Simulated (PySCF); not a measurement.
C2H6NO, SMILES CC(=[OH+])N, charge +1. Heavy atoms are numbered as in [CH3:1][C:2]([NH2:3])=[OH+:4]. Hydrogens are named by the atom that carries them.

Geometry optimised at B3LYP-D3(BJ)/def2-SVP. The isomer is the one that the SMILES or the coordinates give; other isomers of the formula were not compared. The values are those of a single conformer.

All values below come from PySCF with PBE0/pcSseg-1.

GIAO shieldings, no solvent; atoms alike by connectivity are averaged. δ = σ(ref) − σ: ¹³C against TMS (σ = 186.3 ppm); ¹⁵N against NH3 (σ = 267.4 ppm); ¹⁷O against H2O (σ = 334.2 ppm); ¹H against TMS (σ = 31.56 ppm), references at their B3LYP-D3(BJ)/def2-TZVP geometries, non-relativistic.

```csv
atoms,nucleus,count,δ (ppm)
C2,¹³C,1,[?]
C1 (CH3),¹³C,1,24.2
N3 (NH2),¹⁵N,1,[?]
O4 (OH),¹⁷O,1,[?]
H on O4,¹H,1,8.12
H on N3,¹H,2,7.33
H on C1,¹H,3,3.19
```

Complete the blanks. (An estimate is asked for; the answer gives what the named calculation found.)


- O4 (OH), δ (ppm): 219.8
- N3 (NH2), δ (ppm): 154.1
- C2, δ (ppm): 191.8
